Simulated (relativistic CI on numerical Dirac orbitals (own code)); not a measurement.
Method of calculation: Dirac-Coulomb-Breit CI, separate exchange-only KLI orbitals for each configuration, model QED (radiative potential, 1s self-energy scaled to tabulated hydrogen-like ionisation energies), unscaled Slater integrals (own radial code, finite nucleus).

Configuration list (outside the closed core [Ar] 3d10): 4s2.4p6.4d10.4f11, 4s2.4p6.4d10.4f10.5s, 4s2.4p6.4d10.4f9.5s2, 4s2.4p6.4d10.4f9.5s.5p, 4s2.4p6.4d10.4f10.5p, 4s2.4p6.4d10.4f9.5p2, 4s2.4p6.4d10.4f10.5d, 4s2.4p6.4d9.4f12, 4s2.4p6.4d9.4f10.5s2, 4s2.4p6.4d10.4f10.6s, 4s2.4p6.4d8.4f13, 4s2.4p6.4d10.4f10.6p, 4s2.4p5.4d10.4f12, 4s2.4p6.4d10.4f10.7s, 4s2.4p4.4d10.4f13, 4p6.4d10.4f13, 4s.4p6.4d10.4f11.5s, 4s.4p6.4d9.4f13, 4s.4p6.4d10.4f11.6s. Levels of other configurations are missing.

At this charge transitions that keep the count of f electrons are usually good to a few per cent. Terms inside the open d or f shell come out 10 to 20 % too wide with unscaled integrals. Levels that differ in their count of f electrons can be misplaced by several ten thousand cm⁻¹, since the correlation energy of f electrons is missing or only estimated; rates across such gaps can be off by orders of magnitude.

Outline of the computed level scheme of W XVIII. Lowest level of each configuration: 4s2.4p6.4d10.4f11 4I°_15/2 at 0.0000 eV; 4s2.4p6.4d10.4f10.5s 6I_17/2 at 2.9356 eV.

Some strong electric-dipole decays among the lowest 45 levels: 4s2.4p6.4d10.4f10.5s 4K_17/2 → 4s2.4p6.4d10.4f11 4I°_15/2 (4.1e+01 s⁻¹); 4s2.4p6.4d10.4f10.5s 6G_13/2 → 4s2.4p6.4d10.4f11 4I°_15/2 (3.5e+01 s⁻¹); 4s2.4p6.4d10.4f10.5s 4I_11/2 → 4s2.4p6.4d10.4f11 4I°_11/2 (3.4e+01 s⁻¹); 4s2.4p6.4d10.4f10.5s 4I_13/2 → 4s2.4p6.4d10.4f11 4I°_15/2 (3.3e+01 s⁻¹).

LS names give the leading component of a level, which can be under half, so a name can repeat, a term be missing and a line seem to break the LS rules.
